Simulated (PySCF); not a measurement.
Fractional electron number in Cd⁺ (cadmium, charge +1)

The 5s alpha orbital of [Kr] 4d10 5s1 is emptied in steps (occupation f), with all orbitals relaxed, ending at [Kr] 4d10. Computed with PySCF 2.14 in aug-cc-pVTZ-PP with ECP28MDF (6s6p5d3f2g, 88 functions), with a scalar-relativistic core potential. The exact energy is a straight line in f; departures are measured from the line between the end points of the same method.

Problem. Among PBE0, r2SCAN, LC-wPBE, which shows the largest delocalisation error (convex curve), and which is closest to linear?

Solution. Most convex: r2SCAN (-0.866 eV at f = 0.5); closest to linear: LC-wPBE (-0.064 eV).

| f | PBE0 (eV) | r2SCAN (eV) | LC-wPBE (eV) |
| --- | --- | --- | --- |
| 1 | 0.000 | 0.000 | 0.000 |
| 0.9 | -0.254 | -0.309 | -0.023 |
| 0.7 | -0.595 | -0.727 | -0.054 |
| 0.5 | -0.711 | -0.866 | -0.064 |
| 0.3 | -0.598 | -0.727 | -0.056 |
| 0.1 | -0.256 | -0.311 | -0.026 |
| 0 | 0.000 | 0.000 | 0.000 |

| method | E(f=0) − E(f=1) (eV) | −ε at f=1 (eV) | −ε at f=0.5 (eV) |
| --- | --- | --- | --- |
| PBE0 | 17.069 | 14.246 | 17.060 |
| r2SCAN | 17.214 | 13.800 | 17.225 |
| LC-wPBE | 16.844 | 16.581 | 16.835 |

Reference removal energy between the ground levels: 16.908 eV (measured; NIST Atomic Spectra Database, ionization energies).
